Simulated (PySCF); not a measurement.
SMILES c1cc(ccc1)[SiH2]CSC (C₈H₁₂SSi), GFN2-xTB optimised geometry.

```
22

C     -2.35    -4.07     1.30
S     -1.46    -3.94    -0.27
C     -0.54    -2.39    -0.02
Si    -1.68    -0.87    -0.01
C     -0.65     0.71     0.00
C     -1.30     1.94     0.00
C     -0.59     3.12     0.00
C      0.79     3.10     0.00
C      1.46     1.89     0.00
C      0.74     0.71     0.00
H     -2.80    -5.05     1.32
H     -1.65    -3.96     2.12
H     -3.12    -3.30     1.35
H      0.15    -2.36    -0.86
H      0.05    -2.51     0.89
H     -2.51    -0.89     1.21
H     -2.54    -0.93    -1.19
H     -2.38     1.96     0.00
H     -1.12     4.07     0.00
H      1.35     4.03     0.00
H      2.54     1.87     0.00
H      1.28    -0.23     0.00
```

Density from PBE0/def2-SVP (PySCF 2.14.0) at that geometry.

Minimum of the electron density along straight lines between bonded atoms, close to the bond critical point (lines longer than 1.1 times the sum of covalent radii, or with two minima, are not listed):

| bond | length / Å | ρ at the minimum / e bohr⁻³ | ∇²ρ there / e bohr⁻⁵ | position (fraction from the first atom) |
|---|---|---|---|---|
| C1–S2 | 1.813 | 0.181 | … | 0.47 |
| S2–C3 | 1.822 | 0.176 | … | 0.54 |
| C3–Si4 | 1.904 | 0.110 | 0.32 | 0.62 |
| Si4–C5 | 1.884 | 0.113 | 0.34 | 0.38 |
| C5–C6 | 1.392 | 0.307 | -0.77 | 0.50 |
| C6–C7 | 1.382 | 0.313 | -0.81 | 0.50 |
| C7–C8 | 1.385 | 0.312 | -0.80 | 0.50 |
| C8–C9 | 1.384 | 0.313 | -0.80 | 0.50 |
| C5–C10 | 1.392 | 0.306 | -0.76 | 0.50 |
| C9–C10 | 1.384 | 0.313 | -0.80 | 0.50 |
| C1–H11 | 1.085 | 0.279 | -1.05 | 0.64 |
| C1–H12 | 1.086 | 0.278 | -1.04 | 0.63 |
| C1–H13 | 1.085 | 0.280 | -1.06 | 0.64 |
| C3–H14 | 1.088 | 0.274 | -1.00 | 0.63 |
| C3–H15 | 1.089 | 0.274 | -0.99 | 0.63 |
| Si4–H16 | 1.472 | 0.116 | 0.32 | 0.49 |
| Si4–H17 | 1.466 | 0.117 | 0.32 | 0.49 |
| C6–H18 | 1.081 | 0.284 | -1.08 | 0.63 |
| C7–H19 | 1.081 | 0.283 | -1.08 | 0.63 |
| C8–H20 | 1.080 | 0.284 | -1.08 | 0.63 |
| C9–H21 | 1.081 | 0.283 | -1.08 | 0.63 |
| C10–H22 | 1.081 | 0.284 | -1.07 | 0.63 |

### Question
Fill in the missing entries.

### Answer

- C1–S2, ∇²ρ there / e bohr⁻⁵: -0.33
- S2–C3, ∇²ρ there / e bohr⁻⁵: -0.30
